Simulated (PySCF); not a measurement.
**Nonlinear optical response: diethyl sulfone (SMILES C(S(CC)(=O)=O)C)**

Cartesian coordinates in Å; atom numbers follow the order of the lines, from 1:
```xyz
17

C     2.835    0.360    0.693
C     1.533   -0.354    0.387
S     0.161    0.702    0.875
O     0.206    0.847    2.332
O     0.184    1.889    0.018
C    -1.312   -0.243    0.462
C    -2.536    0.573    0.828
H     2.907    0.582    1.767
H     2.891    1.308    0.138
H     3.690   -0.268    0.404
H     1.423   -1.291    0.952
H     1.405   -0.556   -0.687
H    -1.256   -0.455   -0.616
H    -1.249   -1.186    1.025
H    -2.537    0.799    1.904
H    -2.543    1.522    0.275
H    -3.452    0.016    0.584
```

Level of theory: PySCF 2.14.0, quadratic response CAM-B3LYP/aug-cc-pVDZ first hyperpolarisability, Taylor convention, gas phase. Geometry: PBE0-D3(BJ)/def2-SVP.

Task: What is the first hyperpolarisability, and how does it disperse?

Result: In au, Taylor convention; the vector part is βᵢ = ⅓ Σⱼ (βᵢⱼⱼ + βⱼᵢⱼ + βⱼⱼᵢ); β∥ is 3/5 of the vector part along the dipole, the dipole points from − to +:
| process | λ (nm) | β vector norm | β∥ | β HRS | depolarisation ratio |
| --- | --- | --- | --- | --- | --- |
| static β(0;0,0) | ∞ | 116.8 | -70.1 | 43.4 | 8.05 |
| second harmonic β(−2ω;ω,ω) | 1907 | 120.0 | -72.0 | 44.6 | 8.05 |
| Pockels β(−ω;ω,0) | 1907 | 117.8 | -70.7 | – | – |
| second harmonic β(−2ω;ω,ω) | 1064 | 127.5 | -76.5 | 47.4 | 8.06 |
| Pockels β(−ω;ω,0) | 1064 | 120.2 | -72.1 | – | – |

Task: Which lowest excitations, dipole and polarisabilities go with it?

Result: S1 7.06 eV (f = 0.011); S2 7.52 eV (f = 0.011); S3 7.84 eV (f = 0.000); dipole 4.54 D; isotropic α 78.0 au static, 78.2 au at 1907 nm, 78.6 au at 1064 nm, 78.7 au at 953.5 nm, 80.2 au at 532 nm.
